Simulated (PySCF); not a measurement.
Several molecules and their computed UV-vis stick spectra, shuffled. Level of theory: TDDFT wB97X-D/def2-SVPD, vertical, gas phase, core orbitals frozen in the response (PySCF). Geometries: GFN2-xTB; one conformer of each isolated species. Triplets are in the Tamm–Dancoff approximation.

A. `C(PCP)=C`
B. `C=CC(=C)CCl`
C. `C[Si@H](N)O[SiH3]`

Lowest singlet levels (six at most, fewer where fewer were computed) with oscillator strengths:

1. 5.46 eV (f 0.124); 5.96 eV (f 0.038); 6.50 eV (f 0.040); 6.75 eV (f 0.095); 6.93 eV (f 0.155); 7.07 eV (f 0.018); T1 4.14 eV
2. 6.84 eV (f 0.032); 7.51 eV (f 0.012); 7.75 eV (f 0.009); 7.82 eV (f 0.001); 8.18 eV (f 0.058); 8.40 eV (f 0.048); T1 6.61 eV
3. 5.80 eV (f 0.491); 6.46 eV (f 0.030); 6.63 eV (f 0.051); 6.78 eV (f 0.019); 7.19 eV (f 0.005); 7.37 eV (f 0.008); T1 3.34 eV

Question: Match each spectrum to its molecule.

Answer: 1 = A, 2 = C, 3 = B.
- A: S1 at 5.46 eV, HOMO→LUMO (94%); Löwdin shares by element: HOMO phosphorus 66%, carbon 16% or more (atoms not listed hold the other 18%); LUMO carbon 61%, phosphorus 12% or more (atoms not listed hold the other 27%); HOMO -8.26 and LUMO 1.30 eV.
- B: S1 at 5.80 eV, HOMO→LUMO (95%); Löwdin shares by element: HOMO carbon 85% or more; LUMO carbon 76% or more (atoms not listed hold the other 24%); HOMO -8.85 and LUMO 0.55 eV.
- C: S1 at 6.84 eV, HOMO→LUMO (64%), HOMO→LUMO+2 (12%), HOMO→LUMO+1 (9%); Löwdin shares by element: HOMO nitrogen 53%, silicon 14% or more, hydrogen 10% or more, carbon 7% (atoms not listed hold the other 16%); LUMO silicon 47%, hydrogen 13% or more (atoms not listed hold the other 40%); HOMO -9.36 and LUMO 1.89 eV.
